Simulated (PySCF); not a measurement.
## Working out the excitation energy of Sb

Sb [Kr] 4d10 5s2 5p3 (4S) → Sb [Kr] 4d10 5s1 5p4 (4P). All numbers are calculated (PySCF 2.14, scalar relativity through the core potential, in aug-cc-pVDZ-PP with ECP28MDF (5s4p3d, 32 functions)). Frozen: 4s2 4p6 4d10. Energies in hartree (1 hartree = 27.21139 eV):

```tsv
part	Sb (lower)	Sb (upper)
UHF	-239.273208	-238.998923
CCSD correlation	-0.060986	-0.080572
(T)	-0.000928	-0.005913
```

Task: What does Hartree-Fock give?

Result: (-238.998923) − (-239.273208) = 0.274285 hartree = 7.464 eV.

Task: What do CCSD and CCSD(T) give?

Result: The CCSD correlation energies differ by -0.019586 hartree = -0.533 eV and the triples by -0.004985 hartree = -0.136 eV, so CCSD gives 6.931 eV and CCSD(T) 6.795 eV.

A double-zeta basis recovers only part of the correlation energy.

The coupled-cluster amplitudes are large, so a single reference is strained.
